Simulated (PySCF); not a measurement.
CH8FNSi2, SMILES C[SiH2][Si@@H](N)F.

Geometry: TPSSh-D3(BJ)/def2-SVP. The structure was generated by enumeration; whether it is a known compound was not checked. One conformer was computed; it need not be the lowest.

Vertical ionisation energy (IE) and electron affinity (EA) in eV. Rows of orbital energies are one-electron estimates. Where ΔSCF, EOM or ADC give a negative EA the extra electron is unbound and the value depends on the basis.

```
level                                              IE     EA
-----------------------------------------------  ----  -----
−ε(HOMO), −ε(LUMO), CAM-B3LYP/def2-TZVP (PySCF)  9.20  -0.95
−ε(HOMO), −ε(LUMO), PBE/def2-TZVP (PySCF)        6.53   0.85
```
